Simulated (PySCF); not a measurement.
## BiSI, singlet: structure and spectrum

All numbers come from PySCF, PBE0, basis Bi def2-TZVP with ECP60, S def2-TZVP, I def2-TZVP with ECP28 (scalar-relativistic core potentials, no spin–orbit coupling, density fitting).

The structure is a minimum.

Z-matrix (Å, degrees; charge 0 multiplicity 1):
```
Bi
S  1 2.2848
I  1 2.8232 2 106.40
```

```
Point group                                                                   : Cs
Bond lengths                                                                  : Bi–I 2.823 Å, Bi–S 2.285 Å
Bond angles                                                                   : I–Bi–S 106.4°
Zero-point energy                                                             : 4.3 kJ/mol
Heat capacity Cp at 298.15 K                                                  : 54.9 J/(mol K)
Principal polarisabilities                                                    : 56.5, 86.5, 147.0 bohr³
Entropy at 298.15 K and 1 bar                                                 : 335.1 J/(mol K)
Dipole moment                                                                 : 3.38 D
Rotational constants                                                          : 0.1404, 0.02294, 0.01971 cm⁻¹
Atomisation energy without zero-point energy                                  : 551 kJ/mol
Enthalpy at 298.15 K above 0 K                                                : 14.17 kJ/mol
Lowest empty level                                                            : -3.82 eV
Highest occupied level                                                        : -7.09 eV
Principal quadrupole moments (Buckingham, traceless) about the centre of mass : -10.12, 4.62, 5.51 D Å
Rotational symmetry number                                                    : 1
```

Harmonic modes (masses in u: Bi 208.980, S 31.972, I 126.904):
| symmetry | ω (cm⁻¹) | IR (km/mol) |
| --- | --- | --- |
| a' | 95 | 1.0 |
| a' | 165 | 23.7 |
| a' | 457 | 41.2 |

Charges (e):
| atom | Mulliken | Löwdin | polar tensor | Mayer order to Bi1 |
| --- | --- | --- | --- | --- |
| Bi1 | 0.69 | 0.26 | 1.01 | – |
| S2 | -0.42 | -0.15 | -0.50 | 2.05 |
| I3 | -0.27 | -0.11 | -0.51 | 1.01 |

Mulliken populations on Bi1 (electrons outside its core potential): s 3.90, p 8.21, d 10.16, f 0.05.

Counting electrons, bismuth keeps 2 of its valence electrons outside its bonds, so the VSEPR class is AX2E1 and the expected shape is bent; with unlike ligands the computed point group is Cs.

This need not be the most stable arrangement of these atoms. With an element this heavy the missing spin–orbit coupling can shift these numbers.

The final relaxation and frequency run took of the order of 3 core-minutes on a shared host.
